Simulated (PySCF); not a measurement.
SMILES BrBr, singlet (B3LYP/def2-SVP optimised geometry):

```
2

Br    -1.166     0.000     0.000
Br     1.166     0.000     0.000
```

Level of theory: B3LYP/def2-TZVP (PySCF).

**Question.** What are the frontier orbital energies and the dipole moment?

**Answer.** HOMO-2 -9.94 eV, HOMO-1 -7.91 eV, HOMO -7.91 eV, LUMO -4.06 eV, LUMO+1 4.67 eV; dipole moment 0.00 D.

Meta-Löwdin charges at B3LYP/def2-TZVP: Br1 0.00, Br2 0.00.
